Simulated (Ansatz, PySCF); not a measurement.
C₂H₇FOSi₂, SMILES C=C[Si@@H](F)O[SiH3]. Atoms are numbered in the order given.

```xyz
13

C      2.6646    -0.5558     0.2903
C      1.6999     0.2772     0.6993
Si     0.3330     0.8160    -0.4286
F      0.5935     0.0733    -1.8505
O     -1.1371     0.3582     0.1480
Si    -1.9987    -0.9038     0.8050
H      2.6858    -0.9432    -0.7341
H      3.4704    -0.8872     0.9548
H      1.7213     0.6406     1.7352
H      0.2768     2.2741    -0.6838
H     -1.1456    -1.6624     1.7690
H     -3.1754    -0.3367     1.5205
H     -2.4615    -1.8242    -0.2733
```
Charge 0, spin multiplicity 1.

Geometry optimised at PBE0-D3(BJ)/def2-SVP. The structure was generated by enumeration; whether it is a known compound was not checked. The values are those of a single conformer.

Two levels are set side by side: PBE-D3(BJ)/def2-SVP (Ansatz, a first-principles code) and PBE0-D3(BJ)/def2-SVP (Ansatz). Each level has its own optimised geometry; the coordinates shown are those of the second. Frequencies come from the Hessian of PySCF at each geometry. Differences are taken from unrounded values.

```csv
quantity,PBE0-D3(BJ),PBE-D3(BJ),PBE-D3(BJ) minus PBE0-D3(BJ)
mean bond length (Å),1.447,1.459,0.012
bond C1–C2 (Å),1.339,1.349,0.010
bond C2–Si3 (Å),1.852,1.863,0.010
bond Si3–F4 (Å),1.625,1.640,0.015
bond Si3–O5 (Å),1.644,1.663,0.019
bond O5–Si6 (Å),1.663,1.681,0.018
bond C1–H7 (Å),1.095,1.104,0.008
bond C1–H8 (Å),1.096,1.104,0.008
bond C2–H9 (Å),1.098,1.106,0.008
bond Si3–H10 (Å),1.481,1.493,0.012
bond Si6–H11 (Å),1.494,1.505,0.011
bond Si6–H12 (Å),1.489,1.500,0.010
bond Si6–H13 (Å),1.491,1.503,0.012
highest harmonic wavenumber (cm⁻¹),3246,3150,-95
mean harmonic wavenumber (cm⁻¹),1132,1093,-39
zero-point energy (kcal/mol),53.38,51.56,-1.83
```

Exact exchange shortens and stiffens bonds; PBE has none. Differences between two approximate levels are no errors against the true value.
